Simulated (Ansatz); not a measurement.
Born–Oppenheimer molecular dynamics of ClGe2H5 (8 atoms, charge 0, multiplicity 1). It starts at the highest image of a converged band, a first-order saddle point between two minima.

Computed with Ansatz, RKS BHLYP-D4/def2-SVP.

```yaml
ensemble: NVE (velocity Verlet)
time_step: 0.5 fs
steps_asked: 200
starting_velocities_drawn_for: 100 K
seed: 8811
```

First frame:

```xyz
8
Properties=species:S:1:pos:R:3
Ge -0.377 0.165 0.250
Ge 1.173 -0.036 2.218
H 0.228 -0.468 3.345
H 2.317 -1.049 2.150
H 1.652 1.399 2.407
H 1.337 0.034 0.329
H -0.004 1.168 -0.861
Cl -0.644 -1.760 -0.775
```

Q: How far do the bonds stretch over the last three quarters of this one trajectory? (Pairs bonded in most of those frames.)

A: 
| bond | mean (Å) | spread (Å) | shortest | longest |
| --- | --- | --- | --- | --- |
| Ge1–Ge2 | 2.447 | 0.044 | 2.40 | 2.54 |
| Ge1–H6 | 1.573 | 0.048 | 1.50 | 1.69 |
| Ge1–H7 | 1.570 | 0.032 | 1.52 | 1.65 |
| Ge1–Cl8 | 2.180 | 0.011 | 2.17 | 2.20 |
| Ge2–H3 | 1.544 | 0.028 | 1.50 | 1.62 |
| Ge2–H4 | 1.536 | 0.020 | 1.50 | 1.57 |
| Ge2–H5 | 1.537 | 0.016 | 1.51 | 1.57 |

Mean temperature of the second half: 1415 K. The conserved energy stayed within 0.087 meV per atom of its start (net change -0.069 meV per atom), so the integration is sound. The kinetic energy rose, since the run started high on the potential surface and went downhill. A run of 0.1 ps of so small a system gives no equilibrium averages. The orbitals stay closed-shell, which can raise the energy where a bond breaks towards radicals; this wasn't checked here.

Time of the run: 11 min on 2 threads of Arm Neoverse V1, on a shared host, peak memory 0.27 GiB.
